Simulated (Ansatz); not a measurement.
Molecular dynamics of CH4BrClMg

The input (input.yaml):

```yaml
crystal:
  periodic: [false, false, false]
  atoms:
    - { symbol: Mg, position_ang: [-0.429975, -1.06609, -0.480414] }
    - { symbol: Br, position_ang: [-0.687141, -0.790985, 2.342287] }
    - { symbol: Cl, position_ang: [-1.175735, -2.947698, -1.372881] }
    - { symbol: H, position_ang: [-0.155047, 0.228322, 1.417052] }
    - { symbol: C, position_ang: [0.466091, 0.85697, -0.425975] }
    - { symbol: H, position_ang: [1.56638, 0.761795, -0.419018] }
    - { symbol: H, position_ang: [0.219984, 1.629002, 0.328148] }
    - { symbol: H, position_ang: [0.195544, 1.328685, -1.3892] }
basis:
  gaussian: { orbitals: def2-SVP }
hamiltonian:
  xc: pbe0
  dispersion: d4
md:
  timestep: 0.5
  n_steps: 200
  ensemble: nve
  temperature: 300.0
  initial_velocities: maxwell_boltzmann
  seed: 4807
```

Run as:

```bash
$ ansatz run input.yaml --threads 2 --pin off --max-ram 3072MiB --backend cpu --events-out ev --progress --plain --runs-dir out
```

It starts at the highest image of a converged band, a first-order saddle point between two minima.

Output, in part (step lines, the closing report, with atoms numbered from 0):

```
md step     0: t =     0.00 fs  T =   300.0 K  F+E_penalty+E_count = -89086.36063772 eV  E_kin = 0.232668 eV  conserved = -89086.12796972 eV  (25 SCF iters)
[... lines left out ...]
Total energy: -89086.30378662 eV, -3273.8612792928 hartree
Atom 0 at    -0.359654    -0.999534    -0.790173 Å, force     0.131925     0.241505    -0.109082 eV/Å
Atom 1 at    -0.725374    -0.814086     2.516526 Å, force     0.196057     0.139493    -0.329427 eV/Å
Atom 2 at    -1.175470    -2.962363    -1.399776 Å, force    -0.055798    -0.087935     0.067123 eV/Å
Atom 3 at     0.204888     0.233974     2.210506 Å, force    -0.139648    -0.101349     0.102235 eV/Å
Atom 4 at     0.537121     0.911095    -0.856992 Å, force    -0.650389    -0.847756     1.021768 eV/Å
Atom 5 at     1.518858     0.892280    -0.388492 Å, force     0.398418     0.063834     0.503951 eV/Å
Atom 6 at    -0.129272     1.603231    -0.320352 Å, force     0.126334     0.190410     0.126963 eV/Å
Atom 7 at     0.711799     1.315554    -1.825935 Å, force    -0.006899     0.401799    -1.383530 eV/Å
Dipole moment:     0.229253     0.541580     0.511530 e Å
```

The steps, from the saved trajectory:

| time (fs) | T (K) | potential energy less start (eV) | conserved less start (meV/atom) |
| --- | --- | --- | --- |
| 0.0 | 300 | 0.000 | 0.00 |
| 3.0 | 152 | 0.117 | 0.27 |
| 6.0 | 208 | 0.072 | 0.10 |
| 9.0 | 142 | 0.124 | 0.22 |
| 12.0 | 223 | 0.060 | 0.08 |
| 15.0 | 206 | 0.074 | 0.09 |
| 18.0 | 137 | 0.128 | 0.21 |
| 21.0 | 211 | 0.070 | 0.11 |
| 24.0 | 167 | 0.105 | 0.25 |
| 27.0 | 277 | 0.018 | 0.02 |
| 30.0 | 140 | 0.126 | 0.26 |
| 33.0 | 266 | 0.027 | 0.01 |
| 36.0 | 154 | 0.115 | 0.25 |
| 39.0 | 223 | 0.061 | 0.11 |
| 42.0 | 175 | 0.098 | 0.21 |
| 45.0 | 229 | 0.056 | 0.11 |
| 48.0 | 218 | 0.065 | 0.10 |
| 51.0 | 163 | 0.108 | 0.20 |
| 54.0 | 237 | 0.050 | 0.11 |
| 57.0 | 199 | 0.080 | 0.22 |
| 60.0 | 240 | 0.047 | 0.07 |
| 63.0 | 124 | 0.139 | 0.24 |
| 66.0 | 228 | 0.056 | 0.06 |
| 69.0 | 186 | 0.090 | 0.20 |
| 72.0 | 240 | 0.047 | 0.10 |
| 75.0 | 175 | 0.099 | 0.21 |
| 78.0 | 232 | 0.054 | 0.11 |
| 81.0 | 245 | 0.044 | 0.13 |
| 84.0 | 223 | 0.061 | 0.18 |
| 87.0 | 245 | 0.044 | 0.12 |
| 90.0 | 195 | 0.083 | 0.20 |
| 93.0 | 245 | 0.044 | 0.06 |
| 96.0 | 146 | 0.121 | 0.23 |
| 99.0 | 237 | 0.049 | 0.07 |

The run went to its last step. The conserved energy stayed within 0.3 meV per atom of its start (net change 0.096 meV per atom), so the integration is sound. A run of 0.1 ps of so small a system gives no equilibrium averages. The orbitals stay closed-shell, which can raise the energy where a bond breaks towards radicals; this wasn't checked here.

The step under study would form Mg1–C5, Br2–H4 and break Mg1–Br2, H4–C5. These pairs go: Mg1–C5 2.12 → 2.11 Å, Br2–H4 1.48 → 1.43 Å, Mg1–Br2 2.85 → 3.33 Å, H4–C5 2.04 → 3.16 Å. In the last frame they stand as after the step (other bonds may differ from the relaxed reactants and products). It ends as BrH + CH3ClMg by the count below, though a long contact still joins these pieces: Mg1–Br2, 3.33 Å. Pairs count as bonded within 1.25 times the sum of covalent radii (0.12 Å more for H–H).

Last frame:

```xyz
8
Properties=species:S:1:pos:R:3
Mg -0.360 -1.000 -0.790
Br -0.725 -0.814 2.517
Cl -1.175 -2.962 -1.400
H 0.205 0.234 2.211
C 0.537 0.911 -0.857
H 1.519 0.892 -0.389
H -0.129 1.603 -0.320
H 0.712 1.316 -1.826
```

The run took 4.7 min on 2 threads of Intel(R) Xeon(R) 6975P-C (Granite Rapids) (shared host), peak memory 0.27 GiB.
